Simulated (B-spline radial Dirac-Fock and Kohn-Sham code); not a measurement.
# Electron momentum distribution of Sm¹⁸⁺: Compton profiles

System: samarium as Sm¹⁸⁺, 1s2 2s2 2p6 3s2 3p6 3d10 4s2 4p6 4d8.

Method: the impulse approximation on Dirac-Fock orbitals of the configuration average with a finite nucleus. Computed with a radial B-spline solver. pz is in atomic units of momentum; subshell profiles are per electron, for a selection of subshells; open shells are spread over both j values by their weights.

```
 pz   J total   J 3d5/2   J 4p3/2   J 4d5/2
  0     3.245    0.0416     0.133     0.102
0.3     3.236    0.0416     0.133     0.102
0.4     3.229    0.0416     0.133     0.102
0.5     3.220    0.0416     0.133     0.102
0.6     3.210    0.0416     0.133     0.102
0.8     3.182    0.0416     0.132     0.102
  1     3.146    0.0416     0.131     0.102
1.2     3.102    0.0416     0.129     0.102
1.4     3.049    0.0416     0.127     0.102
1.6     2.987    0.0416     0.123     0.101
1.8     2.917    0.0416     0.119     0.101
  2     2.839    0.0416     0.113    0.0995
2.5     2.612    0.0416    0.0950    0.0945
  3     2.354    0.0415    0.0741    0.0860
  4     1.832    0.0411    0.0366    0.0610
  5     1.415    0.0401    0.0162    0.0354
  7    0.9428    0.0358   0.00918   0.00843
 10    0.5973    0.0249   0.00607   0.00370
 15    0.2887   0.00957  0.000854   0.00244
 20    0.1532   0.00311  0.000526  0.000896
 30   0.05469  0.000341  0.000297  0.000101
 40   0.02439  4.83e-05  9.92e-05  1.41e-05
 60  0.007131  2.04e-06  1.15e-05    < 1e-6
100  0.001169    < 1e-6    < 1e-6    < 1e-6
```

J(0) = 3.245. The 4p3/2 subshell gives the largest part, 16 %.

Mean momentum ⟨p⟩ by subshell (a.u.): 1s1/2 60.1, 2s1/2 21.4, 2p1/2 28.5, 2p3/2 26.3, 3s1/2 10.7, 3p1/2 12.8, 3p3/2 12.2, 3d3/2 14.6, 3d5/2 14.3, 4s1/2 5.71, 4p1/2 6.39, 4p3/2 6.17, 4d3/2 6.82, 4d5/2 6.73.
